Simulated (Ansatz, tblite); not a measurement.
Cost and result up the ladder for MoNF₃ (5 atoms). Charge 0, multiplicity 1. Geometry: PBE-D4/def2-SVP.

```xyz
5

Mo   -0.003    0.032    0.029
N     0.092   -1.180   -1.072
F    -1.619    0.867   -0.322
F     1.475    1.098   -0.311
F     0.055   -0.817    1.675
```

Ansatz on 4 threads of Arm Neoverse V1 on a shared host; xTB runs through tblite on one thread. Times are rough, summed over both states, and most runs start from the orbitals of an earlier one. No level here is sound enough to serve as a yardstick. The other state is a doublet.

In the def2 sets Mo takes a core potential; there is no spin–orbit coupling. The xTB rows come from tblite.

Raw xTB energies of ions are shifted by several eV.

```csv
level,functions,vertical IE (eV),remarks
PBE0-D4/def2-TZVP,164,12.33,restricted SCF unstable in HF (singlet)
GFN1-xTB,25,16.15,–
r2SCAN-D4/def2-TZVP,164,12.06,restricted SCF unstable in HF (singlet)
GFN2-xTB,25,15.81,–
```

Task: Estimate how long each takes.

Result: GFN1-xTB 0.006 s; GFN2-xTB 0.006 s; PBE0-D4/def2-TZVP 11 s; r2SCAN-D4/def2-TZVP 19 s. On shared hardware such times vary by a factor of up to 3.
